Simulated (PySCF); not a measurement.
## Spin-rotation constants: `C(C)/C(C#N)=N\C=O`, C$_{5}$H$_{6}$N$_{2}$O

Molfile (atoms numbered from 1):
```
C5H6N2O
     RDKit          3D

 14 13  0  0  0  0  0  0  0  0999 V2000
   -1.5709   -0.8341    0.3844 C   0  0  0  0  0  0  0  0  0  0  0  0
   -0.5151   -0.4400   -0.6521 C   0  0  0  0  0  0  0  0  0  0  0  0
    0.2463    0.7597   -0.1658 C   0  0  0  0  0  0  0  0  0  0  0  0
   -0.4984    1.9784   -0.1013 C   0  0  0  0  0  0  0  0  0  0  0  0
   -1.1267    2.9344   -0.0756 N   0  0  0  0  0  0  0  0  0  0  0  0
    1.4558    0.7793    0.1816 N   0  0  0  0  0  0  0  0  0  0  0  0
    2.4616   -0.1072    0.2759 C   0  0  0  0  0  0  0  0  0  0  0  0
    2.6858   -0.8524    1.1902 O   0  0  0  0  0  0  0  0  0  0  0  0
   -2.2681   -0.0164    0.5551 H   0  0  0  0  0  0  0  0  0  0  0  0
   -1.0960   -1.0913    1.3285 H   0  0  0  0  0  0  0  0  0  0  0  0
   -2.1276   -1.6978    0.0303 H   0  0  0  0  0  0  0  0  0  0  0  0
    0.1828   -1.2649   -0.8099 H   0  0  0  0  0  0  0  0  0  0  0  0
   -1.0040   -0.1951   -1.5988 H   0  0  0  0  0  0  0  0  0  0  0  0
    3.1739    0.0469   -0.5648 H   0  0  0  0  0  0  0  0  0  0  0  0
  1  2  1  0
  2  3  1  0
  3  4  1  0
  4  5  3  0
  3  6  2  0
  6  7  1  0
  7  8  2  0
  1  9  1  0
  1 10  1  0
  1 11  1  0
  2 12  1  0
  2 13  1  0
  7 14  1  0
M  END
```

Method: GIAO B3LYP/pcSseg-1 magnetisability, rotational g tensor and spin-rotation constants, non-relativistic, gas phase (PySCF). Geometry: GFN2-xTB.

(1) Give the nuclear spin-rotation constants along the inertial axes (H = +C I·J) beside the isotropic shieldings.

(2) How do the rotational constants and the g tensor change when H9, H10, H11, H12, H13, H14 are replaced by deuterium?

Results:

(1) Rotational constants 3.0492, 1.4236, 1.0641 GHz. A star marks the isotopologue with that one atom substituted, in its own axes.
```
atom  isotope  Caa (kHz)  Cbb (kHz)  Ccc (kHz)  mean (kHz)  σ (ppm)
  N5      14N      0.258      0.283      0.234       0.258    -55.2
  N6      14N      1.040      0.277      0.112       0.476   -160.3
  H9       1H     -0.021     -0.130     -0.108      -0.086     30.1
 H10       1H     -0.203     -0.149     -0.037      -0.130     30.6
 H11       1H     -0.357      0.022     -0.109      -0.148     30.4
 H12       1H     -0.004     -0.119     -0.114      -0.079     29.4
 H13       1H     -0.155     -0.153     -0.036      -0.115     29.3
 H14       1H     -0.133     -0.079      0.035      -0.059     22.4
  C1     13C*      0.442      0.207      0.148       0.265    166.9
  C2     13C*      0.618      0.233      0.193       0.348    141.1
  C3     13C*      1.439      0.500      0.227       0.722     33.7
  C4     13C*      0.300      0.520      0.461       0.427     64.8
  C7     13C*      1.374      0.403      0.398       0.725     17.0
  O8     17O*     -2.047     -0.280     -0.566      -0.964   -174.0
```
For the geometry as given, no vibrational averaging.

(2) Constants 2.5989, 1.3458, 0.9913 GHz; g -0.0393, -0.0225, -0.0176, against -0.0442, -0.0244, -0.0187 before.
